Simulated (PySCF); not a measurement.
**An excited-state table with gaps**

1,2-dihydro-3-methylnaphthalene, C11H12.
SMILES: `CC1=CC2=CC=CC=C2CC1`

Computed with PySCF, TDDFT PBE0/def2-SVPD, vertical, gas phase, core orbitals frozen in the response. One conformer (not necessarily the lowest) at the PBE0-D3(BJ)/def2-SVP geometry, without solvent, vibrations or thermal averaging.

Orbital energies (eV): HOMO-3 -8.99, HOMO-2 -8.22, HOMO-1 -7.00, HOMO -6.02, LUMO -0.77, LUMO+1 -0.10, LUMO+2 0.70.

Lowest singlets, with some entries withheld (?).

```json
{"state": "S1", "E (eV)": "4.62", "f": "0.283", "main configurations (H = HOMO, L = LUMO)": "H→L (94%)"}
{"state": "S2", "E (eV)": "4.75", "f": "0.013", "main configurations (H = HOMO, L = LUMO)": "H→L+1 (63%), H-1→L (35%)"}
{"state": "S3", "E (eV)": "5.68", "f": "0.256", "main configurations (H = HOMO, L = LUMO)": "H-1→L (49%), H→L+1 (27%), H→L+2 (14%)"}
{"state": "S4", "E (eV)": "5.76", "f": "0.026", "main configurations (H = HOMO, L = LUMO)": "H→L+2 (83%), H-1→L (8%)"}
{"state": "S5", "E (eV)": "6.25", "f": "0.030", "main configurations (H = HOMO, L = LUMO)": "H→L+3 (81%), H→L+4 (8%)"}
{"state": "S6", "E (eV)": "?", "f": "0.013", "main configurations (H = HOMO, L = LUMO)": "H→L+4 (66%), H-2→L (20%), H→L+3 (11%)"}
{"state": "S7", "E (eV)": "?", "f": "0.279", "main configurations (H = HOMO, L = LUMO)": "H-1→L+1 (70%), H-2→L (16%)"}
{"state": "S8", "E (eV)": "?", "f": "0.036", "main configurations (H = HOMO, L = LUMO)": "H→L+5 (69%), H-2→L (14%), H→L+4 (10%)"}
{"state": "S9", "E (eV)": "?", "f": "0.0077", "main configurations (H = HOMO, L = LUMO)": "H-1→L+2 (70%), H-1→L+3 (14%)"}
{"state": "S10", "E (eV)": "?", "f": "0.0012", "main configurations (H = HOMO, L = LUMO)": "H-3→L (82%)"}
```

Q: What stands in place of each question mark?

A: 
- S6: E = 6.28 eV
- S7: E = 6.30 eV
- S8: E = 6.45 eV
- S9: E = 6.79 eV
- S10: E = 6.79 eV

Q: What is the mean static polarisability from the same response equations?

A: 131.4 au (19.47 Å³), with principal values 80.1, 128.7 and 185.4 au.

Q: Where do the lowest triplets lie (Tamm–Dancoff)?

A: T1 3.05 eV, H→L (92%); T2 4.17 eV, H→L+1 (68%), H-1→L (19%); T3 4.35 eV, H-1→L+1 (66%), H-2→L (10%), H→L+1 (9%); T4 4.57 eV, H-1→L (68%), H→L+1 (18%). E(S1) − E(T1) = +1.58 eV.

Q: How far apart are S3 and S9, in eV and cm⁻¹?

A: 6.787 − 5.683 = 1.104 eV, or about 8900 cm⁻¹.
